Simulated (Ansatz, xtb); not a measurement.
CH7SiSn: 5 structures ranked

5 gas-phase structures of CH7SiSn, found in a search over its isomers (lower ones may exist). Each was relaxed with GFN2-xTB; where two conformers were screened, the lower at r2SCAN-D4/def2-SVP is listed:

A. `[CH3][SnH2][SiH2]`, a doublet
B. `C[SiH2][SnH2]`, a doublet
C. `[SiH3][CH2][SnH2]`, a doublet
D. `[CH3][SnH][SiH3]`, a doublet
E. `C[SiH][SnH3]`, a doublet

**Question.** Estimate their order in r2SCAN-D4/def2-SVP energy at these geometries, lowest first.

**Answer.** Calculated order at r2SCAN-D4/def2-SVP: B (0.0), D (3.5), E (11.6), C (11.6), A (15.1) kcal/mol. Less than 1 kcal/mol parts E and C, so the order within that pair means little.

Energies above the lowest of each column, in kcal/mol; the last columns are at PBE0-D3(BJ)/def2-SVP geometries and were run for some of them only (a dash: not run or not comparable):

```
structure  GFN2-xTB  HF/STO-3G  r2SCAN-D4/def2-SVP  PBE0-D3(BJ)/def2-SVP  CCSD(T)/def2-SVP + ΔMP2/def2-TZVPP
        B       0.0        4.3                 0.0                   0.0                                 0.0
        D       5.2        0.7                 3.5                   5.1                                 3.3
        E      24.5        0.0                11.6                  14.7                                   –
        C      17.1       17.7                11.6                  13.8                                10.4
        A      28.8        0.3                15.1                     –                                   –
```

CCSD(T)/def2-SVP + ΔMP2/def2-TZVPP puts B lowest of those it was run on; HF/STO-3G picks E. Flexible structures stand in one conformer each, not always the lowest. Frequencies (PBE0-D3(BJ)/def2-SVP) were run for B, C, D alone. Open shells are spin-unrestricted. Atoms past krypton carry core potentials in the def2 sets, without spin–orbit terms. ΔMP2 is the change of the MP2 energy from the smaller to the larger basis.

Over these structures GFN2-xTB departs from r2SCAN-D4/def2-SVP by 5.3 kcal/mol on average once a common shift is removed. A GFN2-xTB relaxation took about 0.088 s and the r2SCAN-D4/def2-SVP energy about 2.6 s on a shared host (Ansatz 0.2.0, xtb 6.7.1).
